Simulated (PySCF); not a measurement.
BH5N, SMILES [NH3+]B, charge +1. Coordinates come from a ωB97X-D3(BJ)/def2-TZVP optimisation. The isomer is the one that the SMILES or the coordinates give; other isomers of the formula were not compared.

Give the equilibrium geometry at ωB97X-D3(BJ)/def2-TZVP (PySCF confirms it by a frequency run) as Cartesian coordinates in Å, and its point group. (Estimate from the structure and the level; the computed values follow.)

point group Cs.
```xyz
7

B      0.9218    -0.0087     0.0000
N     -0.6333    -0.0076     0.0000
H      1.4314     0.0060     1.0659
H      1.4314     0.0060    -1.0659
H     -0.9596     0.9693     0.0000
H     -1.0394    -0.4422     0.8337
H     -1.0394    -0.4422    -0.8337
```
Charge +1, spin multiplicity 1.
